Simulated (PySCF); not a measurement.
**Spectroscopy problems**

Theoretical values (PySCF): GFN2-xTB structure, NMR shieldings at PBE0/pcSseg-1/GIAO. One computed conformer, gas phase, one averaged value for each set of equivalent atoms, non-relativistic.

δ = σ(ref) − σ, references computed at the same level: 1H, 13C vs TMS. Where no couplings were computed, multiplicities follow the n + 1 count of equivalent neighbours, and m marks all less simple cases (inequivalent or close neighbours, rings, F or P nearby). Shifts are as computed. Against solution values, carbons near 30 ppm lie about +3 ppm off and those near 130 ppm about +5 ppm. Of 1211 compounds with measured shifts, 218 miss one by over three times the rms of a fit or turn the order of signals round; such compounds aren't used in these exercises.

**Question.** C₄H₁₀O₂Si₃. 1H NMR (500 MHz, computed): δ 12.56 (m, 1H), 9.55 (s, 1H), 7.33 (br s, 1H), 6.99 (br s, 1H), 4.84 (m, 1H), 4.15 (m, 1H), 3.95 (m, 3H), 3.93 (m, 1H). 13C{1H} NMR (computed): δ 252.9 (CH), 204.7 (CH), 157.2 (CH2), 157.2 (C). What is it?

**Answer.** `InChI=1S/C4H10O2Si3/c1-4(2-5)9(7)8-3-6/h2-3,9H,1,8H2,7H3/t9-/m1/s1`. Rings plus π bonds: 3 (no ring in the answer). 4 carbon signals for 4 carbons: no two carbons are equivalent. Carbon types of the structure: 1 × C, 2 × CH, 1 × CH2, leaving 6 H on heteroatoms. δC 204.7: aldehyde carbonyl carbon; low-lying n→π* states of the double bond to the heteroatom give a large paramagnetic term (-265 ppm). δC 157.2: β carbon of a C=C–C=O unit; conjugation with the carbonyl draws π density from the β position. δC 157.2: α carbon of a C=C–C=O unit; the olefinic region. δH 9.55: hydrogen on an aldehyde carbonyl carbon; the formyl region, downfield of aromatic protons.

This is the structure that produced the data.

**Question.** C₅H₁₄OSi₃. 1H NMR (400 MHz, computed): δ 4.55 (m, 2H), 4.12 (s, 6H), 4.00 (q, 2H), 3.91 (t, 1H), 1.47 (t, 3H). 13C{1H} NMR (computed): δ 179.3 (C), 84.3 (CH), 66.3 (CH2), 16.8 (CH3), 13.0 (C). Identify the compound.

**Answer.** `CCOC1=C[SiH2]C1([SiH3])[SiH3]`. The formula gives 2 degrees of unsaturation (1 ring in the answer). 5 carbon signals for 5 carbons: no two carbons are equivalent. Carbon types of the structure: 2 × C, 1 × CH, 1 × CH2, 1 × CH3, leaving 8 H on heteroatoms. δC 179.3: alkene carbon bearing oxygen; an sp2 carbon further deshielded by the attached heteroatom. δC 84.3: β carbon of an enol-ether or enamine type C=C; the O or N lone pair pushes π density onto this β carbon and shields it. δC 66.3: sp3 CH2 bonded to O; deshielded by the electronegative neighbour. δH 4.00: hydrogen on an sp3 CH2 bonded to O; its carbon carries O, which withdraws density.

This is the structure that produced the data.
